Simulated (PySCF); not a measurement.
**Radial density of Sb⁺ (antimony, charge +1)**

M06-2X, [Kr] 4d10 5s2 5p2, high-spin 3P determinant. Calculation: PySCF 2.14, in cc-pVTZ-PP with ECP28MDF (5s4p3d1f, 39 functions); a scalar-relativistic core potential. This is the valence pseudo-density: the core potential removes the inner electrons and smooths the orbitals near the nucleus.

```tsv
r (bohr)	4πr²ρ (e/bohr)	4πr²(ρα − ρβ)
0.00430	2.582e-05	0.0000
0.00723	6.771e-05	0.0000
0.0122	0.0001588	0.0000
0.0204	0.0003100	0.0000
0.0344	0.0005269	0.0000
0.0578	0.0008670	0.0000
0.0973	0.003359	0.0000
0.164	0.03463	0.0000
0.275	0.5495	0.0019
0.463	8.218	0.0615
0.779	24.61	0.0619
1.31	8.946	0.2076
2.20	2.536	1.0186
3.71	0.4935	0.3215
6.23	0.01275	0.0101
10.5	4.701e-05	0.0000
```

Energies and moments cover only the electrons outside the core potential.
